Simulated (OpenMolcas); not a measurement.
4d4 along the 40-electron sequence

```yaml
Program: OpenMolcas
Method: MS-CASPT2, IPEA 0.25 Eh, imaginary shift 0.1 Eh
Basis: ANO-RCC-VQZP
Scalar_Hamiltonian: DKH2, point nucleus
Spin-orbit_coupling: RASSI with atomic mean-field integrals over the reference wave functions, term energies averaged over their components
```

Active space for each ion: 4 electrons in 5 orbitals (4d); closed shells correlated by CASPT2: 4s 4p.

Computed levels in cm-1 above 5D0:

| Level | Tc3+ | Ru4+ | Rh5+ | Pd6+ | Ag7+ |
| --- | --- | --- | --- | --- | --- |
| 5D1 | 343 | 482 | 661 | 893 | 1200 |
| 5D2 | 935 | 1286 | 1721 | 2260 | 2950 |
| 5D3 | 1691 | 2290 | 3000 | 3870 | 4930 |
| 5D4 | 2560 | 3420 | 4420 | 5600 | 7010 |
| 3P0(1) | 14360 | 16510 | 18360 | 20140 | 21820 |
| 3H4 | 15560 | 17800 | 19870 | 21940 | 24130 |
| 3P1(1) | 16120 | 18900 | 21480 | 24100 | 26750 |
| 3H5 | 16370 | 18950 | 21440 | 24030 | 26860 |
| 3H6 | 17070 | 19890 | 22650 | 25550 | 28730 |
| weight of 5D in the lowest level (%) | 98 | 97 | 96 | 94 | 93 |

Mixed levels, with the weight of the term that names them: Pd6+ 3H4 (74 %), Ag7+ 3H4 (70 %).

Measured, with the error of the calculation in %. Measured levels: Ag7+ from Atoms 5, 11 (2017), spectra Ag VII to Ag IX.

```tsv
Level	Ag7+
5D1	1340 (-10.4)
5D2	3212 (-8.2)
5D3	5292 (-6.9)
5D4	7443 (-5.8)
3P0(1)	21309 (+2.4)
3H4	23302 (+3.6)
3P1(1)	26526 (+0.8)
3H5	26250 (+2.3)
3H6	28185 (+1.9)
```

The fine-structure level 5D4 changes by a factor of 2.74 from Tc3+ to Ag7+. Its fourth root runs 7.11, 7.65, 8.15, 8.65, 9.15, with steps per unit of Z of 0.53, 0.51, 0.50, 0.50; equal steps would mean a (Z - σ)^4 law with constant σ.

3P0(1) changes by a factor of 1.52 over the same range, with steps per unit of Z of +2150, +1850, +1780, +1680 cm-1.

Term energies are means over components that CASPT2 splits; among the terms shown or strongly mixed into the levels shown the widest spread is 490 cm-1 (4d4 3H, Tc3+). Measured partners are found by configuration, term and J. A level has none where our copy of the source lacks it or the pairing is in doubt (some pairs that miss far off the trend of their configuration count as doubtful), and it then counts in no deviation. Only configurations of the active space appear.

A number in round brackets counts repeated terms of one configuration in the order of the reference energies.
